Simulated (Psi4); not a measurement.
Psi4 input (wB97X-D/6-311+G**):

```
memory 1500 MB

molecule {
0 1
N    -0.00000000   -0.00000000   -1.01096879
P     0.00000000    0.00000000    0.47178544
symmetry c1
no_reorient
no_com
}

set {
  basis 6-311+G**
  reference rks
  scf_type pk
  dft_radial_points 99
  dft_spherical_points 590
  e_convergence 1e-8
  d_convergence 1e-7
  maxiter 150
}

e = energy('wb97x-d')
print_out(f'\nFINAL {e:.10f} DIPOLE {variable("CURRENT DIPOLE")[0]:.6f} {variable("CURRENT DIPOLE")[1]:.6f} {variable("CURRENT DIPOLE")[2]:.6f}\n')
```

Output:

```
   => Loading Basis Set <=

    Name: 6-311+G**
    Role: ORBITAL
    Keyword: BASIS
    atoms 1 entry N          line   150 file 6-311pgss.gbs
    atoms 2 entry P          line   390 file 6-311pgss.gbs

   => WB97X-D: Empirical Dispersion <=

    Chai and Head-Gordon Dispersion Correction
    Chai, J.-D.; Head-Gordon, M. (2010), J. Chem. Phys., 132: 6615-6620

        s6 =       1.000000

         ---------------------------------------------------------
                                   SCF
               by Justin Turney, Rob Parrish, Andy Simmonett
                          and Daniel G. A. Smith
                              RKS Reference
         ---------------------------------------------------------

  ==> Geometry <==

    Molecular point group: c1
    Full point group: C_inf_v

    Geometry (in Angstrom), charge = 0, multiplicity = 1:

       Center              X                  Y                   Z               Mass
    ------------   -----------------  -----------------  -----------------  -----------------
         N            0.000000000000     0.000000000000    -1.010968790000    14.003074004430
         P            0.000000000000     0.000000000000     0.471785440000    30.973761998420

  Running in c1 symmetry.

  Rotational constants: A = ************  B =      0.79494  C =      0.79494 [cm^-1]
  Rotational constants: A = ************  B =  23831.73165  C =  23831.73165 [MHz]
  Nuclear repulsion =   37.473241347859791

  Charge       = 0
  Multiplicity = 1
  Electrons    = 22
  Nalpha       = 11
  Nbeta        = 11

  ==> Algorithm <==

  SCF Algorithm Type is PK.
  DIIS enabled.
  MOM disabled.
  Fractional occupation disabled.
  Guess Type is SAD.
  Energy threshold   = 1.00e-08
  Density threshold  = 1.00e-07
  Integral threshold = 1.00e-12

  ==> Primary Basis <==

  Basis Set: 6-311+G**
    Blend: 6-311+G**
    Number of shells: 24
    Number of basis functions: 52
    Number of Cartesian functions: 54
    Spherical Harmonics?: true
    Max angular momentum: 2

  ==> DFT Potential <==

   => LibXC <=

    Version 7.1.2
    S. Lehtola, C. Steigemann, M. J. T. Oliveira, and M. A. L. Marques,  SoftwareX 7, 1–5 (2018) (10.1016/j.softx.2017.11.002)

   => Composite Functional: WB97X-D <=

    wB97X-D Hyb-GGA Exchange-Correlation Functional

    J.-D. Chai and M. Head-Gordon,  Phys. Chem. Chem. Phys. 10, 6615–6620 (2008) (10.1039/B810189B)

    Deriv               =              1
    GGA                 =           TRUE
    Meta                =          FALSE

    Exchange Hybrid     =           TRUE
    MP2 Hybrid          =          FALSE

   => Exchange-Correlation Functionals <=

    1.0000   wB97X-D range-separated functional

   => Exact (HF) Exchange <=

    0.7780            HF,LR [omega = 0.2000]
    0.2220               HF

   => LibXC Density Thresholds  <==

    XC_HYB_GGA_XC_WB97X_D:  1.00E-14

   => Molecular Quadrature <=

    Radial Scheme          =       TREUTLER
    Pruning Scheme         =           NONE
    Nuclear Scheme         =       TREUTLER

    Blocking Scheme        =         OCTREE
    BS radius alpha        =              1
    Pruning alpha          =              1
    Radial Points          =             99
    Spherical Points       =            590
    Total Points           =         114314
    Total Blocks           =            964
    Max Points             =            256
    Max Functions          =             52
    Weights Tolerance      =       1.00E-15

  ==> Integral Setup <==

  Using in-core PK algorithm.
   Calculation information:
      Number of atoms:                   2
      Number of AO shells:              24
      Number of primitives:             44
      Number of atomic orbitals:        54
      Number of basis functions:        52

      Integral cutoff                 1.00e-12
      Number of threads:                 1

  Performing in-core PK
  Using 2850393 doubles for integral storage.
  We computed 44965 shell quartets total.
  Whereas there are 45150 unique shell quartets.

  Computing range-separated integrals for PK
  We computed 44965 wK shell quartets total.
  Whereas there are 45150 wK unique shell quartets.

  ==> DiskJK: Disk-Based J/K Matrices <==

    J tasked:                  Yes
    K tasked:                  Yes
    wK tasked:                 Yes
    Omega:               2.000E-01
    Schwarz Cutoff:          1E-12


  Cached 100.0% of DFT collocation blocks in 0.144 [GiB].

  Minimum eigenvalue in the overlap matrix is 4.6924836268E-03.
  Reciprocal condition number of the overlap matrix is 1.0105844344E-03.
    Using symmetric orthogonalization.

  ==> Pre-Iterations <==

  SCF Guess: Superposition of Atomic Densities via on-the-fly atomic UHF (no occupation information).

   -------------------------
    Irrep   Nso     Nmo
   -------------------------
     A         52      52
   -------------------------
    Total      52      52
   -------------------------

  ==> Iterations <==

                        Total Energy        Delta E     RMS |[F,P]|

   @RKS iter SAD:  -395.37692007423607   -3.95377e+02   0.00000e+00
   @RKS iter   1:  -395.78936744540044   -4.12447e-01   1.51185e-02 ADIIS/DIIS
   @RKS iter   2:  -395.06372541906171    7.25642e-01   2.51217e-02 ADIIS/DIIS
   @RKS iter   3:  -396.05338599307117   -9.89661e-01   1.91513e-03 ADIIS/DIIS
   @RKS iter   4:  -396.05518227109815   -1.79628e-03   4.88596e-04 ADIIS/DIIS
   @RKS iter   5:  -396.05534520420980   -1.62933e-04   2.03508e-04 ADIIS/DIIS
   @RKS iter   6:  -396.05539965807390   -5.44539e-05   5.48489e-05 DIIS
   @RKS iter   7:  -396.05540370414741   -4.04607e-06   7.45090e-06 DIIS
   @RKS iter   8:  -396.05540380746089   -1.03313e-07   7.66288e-07 DIIS
   @RKS iter   9:  -396.05540380919297   -1.73208e-09   4.55093e-07 DIIS
   @RKS iter  10:  -396.05540380951169   -3.18721e-10   2.75249e-08 DIIS
  Energy and wave function converged.

  ==> Post-Iterations <==

   Electrons on quadrature grid:
      Ntotal   =   22.0000000555 ; deviation = 5.547e-08

    Orbital Energies [Eh]
    ---------------------

    Doubly Occupied:

       1A    -77.256091     2A    -14.472624     3A     -6.714758
       4A     -4.860854     5A     -4.860854     6A     -4.857276
       7A     -0.962950     8A     -0.587026     9A     -0.423768
      10A     -0.423768    11A     -0.416655

    Virtual:

      12A     -0.020966    13A     -0.020966    14A      0.056905
      15A      0.068397    16A      0.085378    17A      0.085378
      18A      0.169987    19A      0.216699    20A      0.224984
      21A      0.224984    22A      0.265713    23A      0.351910
      24A      0.351910    25A      0.434646    26A      0.715196
      27A      0.715198    28A      0.733002    29A      0.766239
      30A      0.766239    31A      0.809042    32A      0.918526
      33A      0.918526    34A      1.187331    35A      1.259493
      36A      1.610042    37A      1.610042    38A      1.639797
      39A      2.049031    40A      2.049033    41A      2.281762
      42A      2.281762    43A      2.787828    44A      3.894599
      45A      3.894599    46A      4.215597    47A      7.064546
      48A     13.915565    49A     13.915565    50A     14.185187
      51A     35.402598    52A    163.294498

    Final Occupation by Irrep:
              A
    DOCC [    11 ]
    NA   [    11 ]
    NB   [    11 ]

  @RKS Final Energy:  -396.05540380951169

   => Energetics <=

    Nuclear Repulsion Energy =             37.4732413478597906
    One-Electron Energy =                -620.4760042495769312
    Two-Electron Energy =                 208.6465123587134087
    DFT Exchange-Correlation Energy =     -21.6991506274413304
    Empirical Dispersion Energy =          -0.0000026390666050
    VV10 Nonlocal Energy =                  0.0000000000000000
    Total Energy =                       -396.0554038095116880

Computation Completed

Properties will be evaluated at   0.000000,   0.000000,   0.000000 [a0]

Properties computed using the SCF density matrix

 Multipole Moments:

 ------------------------------------------------------------------------------------
     Multipole            Electronic (a.u.)      Nuclear  (a.u.)        Total (a.u.)
 ------------------------------------------------------------------------------------

 L = 1.  Multiply by 2.5417464519 to convert [e a0] to [Debye]
 Dipole X            :          0.0000000            0.0000000            0.0000000
 Dipole Y            :          0.0000000            0.0000000            0.0000000
 Dipole Z            :          1.1409794            0.0000001            1.1409795
 Magnitude           :                                                    1.1409795

 ------------------------------------------------------------------------------------

FINAL -396.0554038095 DIPOLE 0.000000 0.000000 1.140980

*** Psi4 exiting successfully. Buy a developer a beer!
```

The geometry given is a B3LYP-D3(BJ)/def2-TZVP minimum.
